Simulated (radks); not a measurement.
Results of a calculation; reference values are marked as such.
Coulomb parameter of the 5d shell of neutral platinum in the model configuration [Xe] 4f14 5d8 6s1 6p1, as a second difference U = [E(n + 0.25) + E(n - 0.25) - 2 E(n)] / (0.25)^2 with all orbitals relaxed. "Bare": the charge of the atom changes with n. "Screened": the 6p shell takes up the change at fixed total charge, which measures U(5d,5d) + U(6p,6p) - 2 U(5d,6p). Code: a radial shooting solver on a logarithmic mesh with Libxc functionals. Model: Dirac Kohn-Sham, PBE, spin-unpolarised, spherical densities, finite nucleus; open shells are shared between the two j in proportion to 2j + 1; Fermi nuclear charge, rms radius 5.427 fm.

[
 {"case": "start", "configuration": "[Xe] 4f14 5d8 6s1 6p1", "E - E(n) (eV)": "0.000"},
 {"case": "bare +0.25", "configuration": "[Xe] 4f14 5d8.25 6s1 6p1", "E - E(n) (eV)": "-2.208"},
 {"case": "bare -0.25", "configuration": "[Xe] 4f14 5d7.75 6s1 6p1", "E - E(n) (eV)": "2.782"},
 {"case": "screened +0.25", "configuration": "[Xe] 4f14 5d8.25 6s1 6p0.75", "E - E(n) (eV)": "-1.869"},
 {"case": "screened -0.25", "configuration": "[Xe] 4f14 5d7.75 6s1 6p1.25", "E - E(n) (eV)": "2.026"}
]

U(bare) = 9.187 eV, U(screened by 6p) = 2.518 eV, against the Slater integral F0(5d,5d) = 15.068 eV with frozen orbitals. The step up makes a negative ion, whose loosely bound charge lowers the bare value.
